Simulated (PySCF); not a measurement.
H5OSi2, SMILES [SiH3]O[SiH2] (connectivity only; charge and spin as stated), charge +1, multiplicity 1.

Geometry: PBE-D3(BJ)/def2-TZVP. The multiplicity is an assumed one; other spin states were not compared. The isomer is the one that the SMILES or the coordinates give; other isomers of the formula were not compared.

Method: CAM-B3LYP/def2-TZVPD (PySCF).

- total energy = -657.01614 hartree
- highest occupied level = -15.51 eV
- lowest empty level = -7.21 eV
- orbital gap = 8.29 eV
- dipole moment about the centre of nuclear charge = 4.28 D
- mean static polarisability = 48.8 bohr³ (7.23 Å³)
- polarisability, principal values = 41.2, 46.7, 58.6 bohr³
